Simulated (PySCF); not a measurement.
Cards and structures have been mixed up. Pair them.

Structures:
1. `C(C)(/C=C\C)C`
2. `CC(C)c1ccccc1N`
3. `FC1=C(C(F)(F)F)C=CC1`
4. `N#Cc1scc2ccccc12`
5. `C[SiH2][SiH2]O`

Card P (geometry PBE0-D3(BJ)/def2-SVP):
* Rotational constants A, B, C: 2.069, 1.125, 0.807 GHz
* Static isotropic polarisability (wB97X-D/def2-SVPD): 114.9 au
* Point group: C1
* Vertical ionisation energy (ΔSCF wB97X-D/def2-SVPD): 7.62 eV
* HOMO energy (wB97X-D/def2-SVPD): -7.58 eV
* 13C chemical shifts (computed TMS as zero) by class (GIAO B3LYP/pcSseg-1): 150.2 (1 C), 135.1 (1 C), 133.1 (1 C), 130.3 (1 C), 122.8 (1 C), 117.8 (1 C), 32.8 (1 C), 22.8 (2 C) ppm

Card Q (geometry PBE0-D3(BJ)/def2-SVP):
* Rotational constants A, B, C: 1.697, 0.885, 0.582 GHz
* Static isotropic polarisability (wB97X-D/def2-SVPD): 131.7 au
* Lowest singlet excitation (TDDFT wB97X-D/def2-SVPD): 3.69 eV (336 nm, f = 0.153)
* HOMO energy (wB97X-D/def2-SVPD): -8.18 eV
* Dipole moment (wB97X-D/def2-SVPD): 5.22 D

Card R (geometry PBE0-D3(BJ)/def2-SVP):
* Rotational constants A, B, C: 5.691, 1.985, 1.820 GHz
* Static isotropic polarisability (PBE0/def2-SVPD): 77.1 au
* Lowest singlet excitation (TDDFT PBE0/def2-SVPD): 6.59 eV (188 nm, f = 0.012)
* Vertical ionisation energy (ΔSCF PBE0/def2-SVPD): 8.93 eV
* HOMO energy (PBE0/def2-SVPD): -6.94 eV
* Point group: Cs
* Lowest triplet excitation (Tamm–Dancoff) (TDA PBE0/def2-SVPD): 4.32 eV

Card S (geometry PBE0-D3(BJ)/def2-SVP):
* Rotational constants A, B, C: 2.146, 1.121, 0.849 GHz
* Static isotropic polarisability (wB97X-D/def2-SVPD): 69.5 au
* Lowest singlet excitation (TDDFT wB97X-D/def2-SVPD): 5.09 eV (243 nm, f = 0.066)
* Isotropic shieldings of nuclei other than C and H, by class (GIAO PBE0/pcSseg-1): 253 (3 F), 284 (1 F) ppm
* Strongest line among the 10 lowest singlet transitions (TDDFT wB97X-D/def2-SVPD): S7 at 8.12 eV (153 nm, f = 0.723)
* Lowest triplet excitation (Tamm–Dancoff) (TDA wB97X-D/def2-SVPD): 3.17 eV

Card T (geometry PBE0-D3(BJ)/def2-SVP):
- Rotational constants A, B, C: 10.623, 1.924, 1.718 GHz
- Static isotropic polarisability (wB97X-D/def2-SVPD): 74.8 au
- Vertical ionisation energy (ΔSCF wB97X-D/def2-SVPD): 9.70 eV
- Dipole moment (wB97X-D/def2-SVPD): 1.65 D
- Isotropic shieldings of nuclei other than C and H, by class (GIAO CAM-B3LYP/pcSseg-2): 323 (1 O), 350 (1 Si), 405 (1 Si) ppm
- Core binding energies (ΔSCF SCAN, pcX-2 on the ionised atom, pcseg-1 elsewhere, spin-free X2C, 2p3/2 from a spin–orbit splitting computed afterwards within the 2p shell): Si2p3/2 106.3, Si2p3/2 107.0, C1s 290.4, O1s 538.4, Si1s 1846.0, Si1s 1846.9 eV
- HOMO energy (wB97X-D/def2-SVPD): -9.44 eV

Each SMILES stands for a single optimised conformer of the isolated species, non-relativistic unless stated. Electronic properties by PySCF. NMR classes are plain means over equivalent atoms (diastereotopic ones count apart unless rotation or inversion swaps them), as if these changed places fast.

Which card belongs to which structure?

P = 2, Q = 4, R = 1, S = 3, T = 5. What ties each card to its structure:
- 1 (card R), C6H12, monoisotopic mass 84.1 u, 6 heavy atoms: an asymmetric top with C = 1.820 GHz, the highest such constant on the cards; polarisability 77.1 au for 48 electrons.
- 2 (card P), C9H13N, monoisotopic mass 135.1 u, 10 heavy atoms: 9 C in 8 classes; the least shielded carbon (150.2 ppm) is an aromatic carbon bearing nitrogen; an asymmetric top with C = 0.807 GHz; polarisability 114.9 au for 74 electrons.
- 3 (card S), C6H4F4, monoisotopic mass 152.0 u, 10 heavy atoms: an asymmetric top with C = 0.849 GHz; polarisability 69.5 au for 76 electrons.
- 4 (card Q), C9H5NS, monoisotopic mass 159.0 u, 11 heavy atoms: an asymmetric top with C = 0.582 GHz, the lowest such constant on the cards; polarisability 131.7 au for 82 electrons; dipole 5.22 D.
- 5 (card T), CH8OSi2, monoisotopic mass 92.0 u, 4 heavy atoms: core lines of C, O and Si; an asymmetric top with C = 1.718 GHz; polarisability 74.8 au for 50 electrons; dipole 1.65 D.
